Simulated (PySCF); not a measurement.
Compound: C6H13PSi.
Cartesian coordinates in Å at the GFN2-xTB level; atoms count from 1:
```
atom  x, y, z in Å
C1     3.2291    0.0306   -0.8346
Si2    1.9852   -0.7489    0.3689
P3     0.7035    0.9287    1.1538
C4    -0.3336    1.1674   -0.3117
C5    -1.4462    0.4387   -0.3367
C6    -2.4757    0.4567   -1.4167
C7    -1.6212   -0.5090    0.8195
C8    -0.6749   -0.0621    1.9342
H9     2.7317    0.4385   -1.7102
H10    3.7727    0.8407   -0.3571
H11    3.9528   -0.7030   -1.1740
H12    1.2788   -1.8433   -0.3191
H13    2.6758   -1.3298    1.5290
H14   -0.0535    1.8782   -1.0728
H15   -3.4417    0.7624   -1.0138
H16   -2.1954    1.1445   -2.2106
H17   -2.5937   -0.5419   -1.8383
H18   -1.3710   -1.5215    0.4847
H19   -2.6580   -0.5241    1.1629
H20   -0.2780   -0.8938    2.5168
H21   -1.1954    0.6080    2.6255
```

Probes without a nucleus sit at each ring's centroid and 1 Å off its mean plane on both sides; NICS is minus the shielding there, NICSzz its component along the normal. Level: GIAO PBE0/pcSseg-1 (PySCF, non-relativistic, gas phase) on the GFN2-xTB geometry, one conformer.

Ring bond lengths (Å), with Mayer bond orders in brackets: P3–C4 1.811 (0.96), C4–C5 1.330 (1.81), C5–C7 1.505 (1.01), C7–C8 1.529 (1.01), C8–P3 1.868 (0.96).

**Question.** Give the NICS values of each ring in ppm.

**Answer.** 
| ring | type | NICS(0) | NICS(1), two faces | NICS(1)zz, two faces | rms pucker (Å) | centre to ring atoms, mean (Å) |
| --- | --- | --- | --- | --- | --- | --- |
| P3–C4–C5–C7–C8 | 5-membered ring with P; formal bonds 1 double, 4 single | -3.1 | -3.8 / -2.5 | -3.7 / -1.7 | 0.11 | 1.36 |

**Question.** What do they say, and how far can they be read as aromaticity?

**Answer.** 
- P3–C4–C5–C7–C8: mean NICS(1)zz -2.7 ppm, near zero. C7, C8 have four or more neighbours; no verdict on aromaticity is drawn.

**Question.** Give the inner angles of the rings and the Hirshfeld charges of the ring atoms.

**Answer.** 
- P3–C4–C5–C7–C8: P3 89.2° (+0.047 e), C4 115.0° (-0.120 e), C5 115.3° (+0.015 e), C7 107.7° (-0.071 e), C8 107.9° (-0.110 e); sum 535.0° against 540° for a flat convex ring.

**Question.** How shielded are the nuclei of the rings and their hydrogens (means over atoms taken as equivalent)?

**Answer.** 
```json
{"atoms": "P3", "environment": "three-coordinate phosphorus", "σ isotropic (ppm)": "410.4"}
{"atoms": "C4", "environment": "alkene CH carbon", "σ isotropic (ppm)": "60.8"}
{"atoms": "C5", "environment": "fully substituted alkene carbon", "σ isotropic (ppm)": "27.0"}
{"atoms": "C7", "environment": "allylic carbon", "σ isotropic (ppm)": "144.1"}
{"atoms": "C8", "environment": "sp3 carbon bound to phosphorus", "σ isotropic (ppm)": "162.5"}
{"atoms": "H14", "environment": "vinylic hydrogen", "σ isotropic (ppm)": "25.96"}
{"atoms": "H18 (×2)", "environment": "methylene hydrogen", "σ isotropic (ppm)": "29.15"}
{"atoms": "H20 (×2)", "environment": "methylene hydrogen", "σ isotropic (ppm)": "29.58"}
```
